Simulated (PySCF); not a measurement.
A species of formula C5H14NPSi2 has this rotational fingerprint, computed with PBE0/pcSseg-1 in PySCF (dipole) on a GFN2-xTB geometry, gas phase:

```
Rotational constants : A = 1462, B = 485.3, C = 385.6 MHz
Dipole components    : |μa| = 0.11 D, |μb| = 1.71 D, |μc| = 0.18 D
Inertial defect      : -76.51 u·Å²
κ                    : -0.81
```

Task: Which candidate fits, each taken in the one conformer that was computed?
A. `[CH2:1]=[CH:2][C@@H:3]1[CH2:4][C@@H:5]1[Si@H:6]([PH2:7])[NH:8][SiH3:9]` with C1–C2–C3–C4 -151°, C4–C5–Si6–P7 -6°, C5–Si6–P7–H 72° and 164°, C5–Si6–N8–Si9 138°
B. `[CH2:1]=[CH:2][SiH2:3][NH:4][Si@@H:5]([PH2:6])[CH:7]1[CH2:8][CH2:9]1` with C1–C2–Si3–N4 147°, C2–Si3–N4–Si5 -178°, Si3–N4–Si5–P6 30°, N4–Si5–P6–H -77° and -170°, N4–Si5–C7–C8 149°
C. `[CH3:1][Si@@H:2]([CH2:3][C:4]#[N:5])[CH2:6][CH2:7][SiH2:8][PH2:9]` with C1–Si2–C3–C4 -168°, C1–Si2–C6–C7 179°, Si2–C6–C7–Si8 175°, C6–C7–Si8–P9 -47°, C7–Si8–P9–H -172° and 95°
D. `[CH2:1]=[C:2]([CH3:3])[Si@@H:4]1[CH2:5][CH2:6][Si@@H:7]([PH2:8])[NH:9]1` with C1–C2–Si4–C5 101°, C6–Si7–P8–H -77° and -169°, C2–Si4–C5–C6 -147°, Si4–C5–C6–Si7 39°, C5–C6–Si7–P8 -146°, C6–Si7–N9–Si4 10°
E. `[CH3:1][CH:2]([CH3:3])[NH:4][SiH2:5][C:6]#[C:7][SiH2:8][PH2:9]` with C1–C2–N4–Si5 151°, C2–N4–Si5–C6 62°, C7–Si8–P9–H -50° and 43°
F. `[CH2:1]=[C:2]([CH3:3])[Si@@H:4]1[CH2:5][CH2:6][Si@H:7]([PH2:8])[NH:9]1` with C1–C2–Si4–C5 77°, C6–Si7–P8–H 77° and 170°, C2–Si4–C5–C6 -144°, Si4–C5–C6–Si7 36°, C5–C6–Si7–P8 85°, C6–Si7–N9–Si4 12°

Result: B. It is C=C[SiH2]N[Si@@H](P)C1CC1, an asymmetric top, point group C1. The candidates at the same level (rigid rotor, commonest isotopes):

```json
{"SMILES": "CC(C)N[SiH2]C#C[SiH2]P", "A (MHz)": "1383", "B (MHz)": "418.7", "C (MHz)": "329.4", "μa (D)": "1.22", "μb (D)": "0.62", "μc (D)": "0.36", "Δ (u·Å²)": "-38.04", "point group": "C1", "rotor": "asymmetric top"}
{"SMILES": "C=C(C)[Si@@H]1CC[Si@H](P)N1", "A (MHz)": "1628", "B (MHz)": "610.3", "C (MHz)": "519.1", "μa (D)": "0.31", "μb (D)": "0.34", "μc (D)": "0.32", "Δ (u·Å²)": "-164.90", "point group": "C1", "rotor": "asymmetric top"}
{"SMILES": "C[Si@@H](CC#N)CC[SiH2]P", "A (MHz)": "1186", "B (MHz)": "484.6", "C (MHz)": "408.4", "μa (D)": "0.18", "μb (D)": "4.41", "μc (D)": "0.03", "Δ (u·Å²)": "-231.57", "point group": "C1", "rotor": "asymmetric top"}
{"SMILES": "C=C[C@@H]1C[C@@H]1[Si@H](P)N[SiH3]", "A (MHz)": "1104", "B (MHz)": "775.2", "C (MHz)": "599.1", "μa (D)": "0.67", "μb (D)": "0.00", "μc (D)": "1.43", "Δ (u·Å²)": "-266.23", "point group": "C1", "rotor": "asymmetric top"}
{"SMILES": "C=C[SiH2]N[Si@@H](P)C1CC1", "A (MHz)": "1462", "B (MHz)": "485.3", "C (MHz)": "385.6", "μa (D)": "0.11", "μb (D)": "1.71", "μc (D)": "0.18", "Δ (u·Å²)": "-76.51", "point group": "C1", "rotor": "asymmetric top"}
{"SMILES": "C=C(C)[Si@@H]1CC[Si@@H](P)N1", "A (MHz)": "2297", "B (MHz)": "485.9", "C (MHz)": "442.3", "μa (D)": "0.84", "μb (D)": "0.05", "μc (D)": "0.77", "Δ (u·Å²)": "-117.64", "point group": "C1", "rotor": "near-prolate asymmetric top"}
```

`C=C[C@@H]1C[C@@H]1[Si@H](P)N[SiH3]` has B 60 % too high; `C=C(C)[Si@@H]1CC[Si@H](P)N1` has C 35 % too high; `CC(C)N[SiH2]C#C[SiH2]P` has C 15 % too low; `C=C(C)[Si@@H]1CC[Si@@H](P)N1` has A 57 % too high; `C[Si@@H](CC#N)CC[SiH2]P` has A 19 % too low. No structure here is proved a minimum.
